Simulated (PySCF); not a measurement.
From computed data to an observable: oscillator strength and radiative lifetime

GeH₂Br₂, SMILES [Br][GeH2][Br].

Coordinates come from a B3LYP-D3(BJ)/def2-SVP optimisation.

TDA-PBE0/def2-SVPD in PySCF puts the first singlet state with f over 0.02 at 5.70 eV (vertical), with the transition dipole (-0.547, 0.000, 0.000) in atomic units.

Task: Find the oscillator strength, the wavelength and the radiative lifetime that this transition would have in vacuum if emission retraced absorption.

Result: 
|μ|² = 0.2992 au, so |μ| = 1.39 D. ΔE = 5.70/27.211 = 0.2095 hartree. f = (2/3) ΔE |μ|² = 0.042 (the program prints 0.042).
λ = 1239.84/5.70 = 218 nm; ν = 45974 cm⁻¹.
Einstein's coefficient A = 0.6670 ν² f s⁻¹ (ν in cm⁻¹) = 5.9e7 s⁻¹, so τ = 1/A = 17 ns. This state is S2; the lower singlet has f = 0.015. The figure is the radiative limit of this one transition; relaxation, internal conversion, crossing to triplets and a medium change what is measured.
